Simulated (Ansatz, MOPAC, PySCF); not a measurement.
Pair of molecules: H2O (SMILES O) (first 3 atoms) with CH3F (SMILES CF); geometry from B3LYP-D3(BJ)/def2-TZVP, rigid monomers moved along the line of their centres of mass till H3···F5 is 1.80 Å.
(charge 0, multiplicity 1):
```xyz
8

O     -0.1214    -0.0633     0.5828
H      0.0078     0.6366    -0.0644
H     -0.4799     0.3723     1.3672
C      0.4519    -0.3140     3.6088
F     -0.4838     0.6250     3.1501
H     -0.0797    -1.0670     4.1893
H      0.9342    -0.7630     2.7420
H      1.1778     0.2078     4.2313
```

Counterpoise-corrected where a basis set is named; no monomer relaxation. Rows marked so take none.

Frozen-core correlation. CBS(a, b) extrapolates the correlation energy as X⁻³ and adds the Hartree–Fock energy of set b. Rows in 3-21G, 6-311+G** carry no dispersion term and start afresh at each structure. The state reached by PM3, PM6 isn't checked.

Run with Ansatz (Gaussian orbitals); MOPAC for PM3, PM6 (differences of heats of formation); PySCF for 3-21G rows, 6-311+G** rows. Each number belongs to the level named beside it.

The comparison value is -13.6 kJ/mol (MP2/CBS(aug-cc-pVDZ, aug-cc-pVTZ) + ΔCCSD(T)/aug-cc-pVDZ). It is a level with limits of its own, not the exact answer.

Question: Order these levels by how close they come to the comparison value for the interaction energy, closest first: PM3, HF/3-21G (no counterpoise), B3LYP/6-311+G** (no counterpoise), B3LYP/3-21G (no counterpoise), PM6. Give each level's value less the comparison value.

Answer: B3LYP/6-311+G** (no counterpoise) (1.2 kJ/mol), PM3 (2.4 kJ/mol), PM6 (23.7 kJ/mol), HF/3-21G (no counterpoise) (-24.8 kJ/mol), B3LYP/3-21G (no counterpoise) (-38.0 kJ/mol)

Ansatz is a first-principles code.
